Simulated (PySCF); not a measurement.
C3H8GeSi, SMILES C#C[CH2][GeH2][SiH3].

Geometry optimised at r2SCAN-D4/def2-SVP. The structure was generated by enumeration, and PubChem lists no compound with its InChIKey, so it may never have been made. The values are those of a single conformer.

Two levels are set side by side: PBE/def2-TZVP (PySCF) and ωB97X/def2-TZVP (PySCF). Same geometry, gas phase. Differences are taken from unrounded values.

```
quantity                     ωB97X
---------------------------  -----
orbital gap (eV)             11.72
highest occupied level (eV)  -9.65
lowest empty level (eV)       2.07
dipole moment (D)             0.56
mean polarisability (bohr³)   93.0
```

Question: What does PBE give, and how far is it from ωB97X? (Estimate from the structure and the level; the computed values follow.)

Answer: 
```tsv
quantity	PBE	PBE minus ωB97X
orbital gap (eV)	5.50	-6.22
highest occupied level (eV)	-6.21	3.44
lowest empty level (eV)	-0.71	-2.78
dipole moment (D)	0.60	0.03
mean polarisability (bohr³)	97.5	4.5
```

Without exact exchange PBE keeps part of each electron's self-repulsion, which lifts occupied levels and narrows the gap. PBE's more diffuse valence density responds more strongly to a field. Differences between two approximate levels are no errors against the true value.

Rough cost on one machine, each run with all the roots and properties that it gave: ωB97X against PBE within a factor of 2.
